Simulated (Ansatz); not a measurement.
Calculated with Ansatz (gas phase, PBE0-D4/def2-TZVP geometries, no zero-point term in ΔE). CCSD(T)/CBS adds triple-zeta CCSD(T) − MP2 to the extrapolated MP2 energy (def2 sets, frozen cores). This one scheme is used for every species, atoms too. Functionals use def2-TZVPP. No spin–orbit coupling; open shells (•) take unrestricted orbitals. def2 core potentials past Kr. Bonds to Ge, I are less sure, by a few kJ/mol each and by 10 to 20 or more in all where they break to atoms, as the def2 sets lack core-valence functions. Scalar relativity is left out up to krypton.

`[F][GeH2][I]` → `[F][GeH][I]`• + H•  (homolysis of the Ge–H bond)

```csv
level,ΔE (eV)
revPBE-D4,3.40
B2PLYP,3.64
```

What does CCSD(T)/CBS give? (Best estimate.)

The calculation gave: +3.84 eV. The listed levels differ from it by -0.44, -0.20 eV.

What do rigid-rotor, harmonic-oscillator terms from PBE0-D4/def2-TZVP frequencies (298.15 K, 1 bar) make of the CCSD(T)/CBS value? (Estimate.)

Ansatz gave: ΔZPE = -0.25 eV, ΔH = +3.65 eV, ΔS = 119 J/(mol·K), ΔG = +3.28 eV. Open shells count their whole term as degenerate.

Largest T1 diagnostic among the species: 0.013.

From r2SCAN to r2SCAN0 (25 % exact exchange), in def2-TZVPP and without D4, ΔE moves by +0.05 eV. At CCSD(T), def2-SVP lies −0.18 eV from the extrapolated value and def2-TZVPP −0.07 eV: correlation converges slowly with the basis, and small sets miss more of it in the bonded molecule than in its fragments.
